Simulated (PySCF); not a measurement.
Several molecules and their computed UV-vis stick spectra, shuffled. Method used: TDDFT B3LYP/def2-SVPD, vertical, gas phase, core orbitals frozen in the response (PySCF). Geometries: PBE0-D3(BJ)/def2-SVP; one conformer of each isolated species. Triplets are in the Tamm–Dancoff approximation. Ions are computed without counter-ions or solvent.

A. `[PH4+]`
B. `CC#C[Si@@H]1OCC[C@@H]1F`
C. `FC([Si@H]1C[Si@H](C1)C)(F)F`

Lowest singlet levels (six at most, fewer where fewer were computed) with oscillator strengths:

1. 5.57 eV (f 0.005); 5.85 eV (f 0.013); 6.02 eV (f 0.007); 6.35 eV (f 0.026); 6.75 eV (f 0.050); 6.79 eV (f 0.032); T1 4.77 eV
2. 6.47 eV (f 0.000); 6.71 eV (f 0.005); 6.96 eV (f 0.002); 7.24 eV (f 0.000); 7.42 eV (f 0.008); 7.51 eV (f 0.195); T1 6.27 eV
3. 11.11 eV (f 0.000 summed over 3 states); 11.38 eV (f 0.000 summed over 2 states); 11.84 eV (f 0.038 summed over 3 states); 12.06 eV (f 0.000) [of 10 roots; the last level is left out, as the window may have cut its degenerate partner]; T1 9.83 eV

Question: Match each spectrum to its molecule.

Answer: 1 = B, 2 = C, 3 = A.
- A: S1 at 11.11 eV, HOMO-2/HOMO-1/HOMO→LUMO/LUMO+1/LUMO+2 (99%); Löwdin shares by element: HOMO (one of a set within 0.03 eV) phosphorus 49%, hydrogen 48% or more; LUMO (one of a set within 0.03 eV) phosphorus 56%, hydrogen 35% or more; HOMO -18.88 and LUMO -6.19 eV; point group Td, 6 of its 9 listed states under f = 0.0005.
- B: S1 at 5.57 eV, HOMO→LUMO (51%), HOMO-1→LUMO (41%); Löwdin shares by element: HOMO carbon 53% or more, oxygen 12% (atoms not listed hold the other 35%); LUMO carbon 44% or more, silicon 23%, oxygen 7% (atoms not listed hold the other 27%); HOMO -7.35 and LUMO -0.48 eV.
- C: S1 at 6.47 eV, HOMO→LUMO (99%); Löwdin shares by element: HOMO carbon 38% or more, silicon 29% (atoms not listed hold the other 33%); LUMO silicon 33%, carbon 21% or more (atoms not listed hold the other 46%); HOMO -7.72 and LUMO -0.16 eV; point group Cs, 2 of its 6 listed states under f = 0.0005.

A slash joins orbitals within 0.01 eV of each other, whose weights are summed (≥ marks a lower bound).
